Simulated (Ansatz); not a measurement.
A nudged elastic band was laid between two geometries of BH3OS2 (7 atoms, charge 0, multiplicity 1).

Level of theory: RKS B3LYP-D4/def2-SVP (Ansatz 0.2.0).

- movable images: 5
- climbing image: yes
- spring: 5.0 eV/Å²
- optimiser: quadratic models (default)
- start path: through a guess of the saddle point
- force threshold: 0.05 eV/Å
- iteration limit: 60
- end points: relaxed

Initial state:

```xyz
7
Properties=species:S:1:pos:R:3
O -1.254 0.690 0.414
B -0.069 0.044 0.280
S 0.798 -0.341 1.839
S 0.693 -0.452 -1.314
H -1.717 0.888 -0.408
H 1.874 -0.938 1.279
H -0.264 0.041 -2.136
```

Final state:

```xyz
7
Properties=species:S:1:pos:R:3
O -1.268 0.666 -0.124
B -0.077 0.037 0.047
S 0.599 -0.242 1.728
S 0.842 -0.528 -1.422
H -1.706 0.944 0.691
H 1.739 -0.863 1.354
H -0.066 -0.081 -2.320
```

(1) Which bonds break or form, and what moves?

(2) Give the energies along the band, and the barrier.

(3) What is the geometry of the highest image?

(4) What are the harmonic wavenumbers there?

Results:

(1) No bond is made or broken. The dihedral H5–O1–B2–S4 goes from 0 to -180°.

(2) It converged. The highest image is number 3 of 0 to 6, 6.0 kcal/mol above the first end and 7.2 kcal/mol above the last; the last end lies 1.3 kcal/mol below the first. A vibrational analysis at the climbing image gives one clearly imaginary mode, 502i cm⁻¹: a first-order saddle point.

```
image  path coordinate (Å)  energy (kcal/mol)  dihedral H5–O1–B2–S4 (°)
    0                 0.00                0.0                         0
    1                 0.33                1.0                        24
    2                 0.66                4.1                        56
    3                 1.00                6.0                        90
    4                 1.32                3.9                       123
    5                 1.64                0.1                       154
    6                 1.96               -1.3                      -180
```

(3) 
```xyz
7
Properties=species:S:1:pos:R:3:forces:R:3
O -1.055 1.015 0.113 -0.02 -0.01 -0.01
B -0.006 0.137 0.154 0.05 -0.02 -0.01
S 0.690 -0.292 1.785 -0.01 0.01 0.02
S 0.749 -0.557 -1.359 -0.01 0.01 0.02
H -1.941 0.637 0.128 0.00 0.01 0.00
H 1.685 -1.103 1.357 0.00 -0.01 -0.01
H -0.060 0.095 -2.224 0.00 0.00 -0.01
```

(4) 502i, 232, 312, 335, 401, 465, 517, 762, 828, 852, 990, 1313, 2675, 2678, 3891 cm⁻¹.

The run took 3.9 min on 1 thread of Arm Neoverse V1 (shared host), peak memory 0.15 GiB.
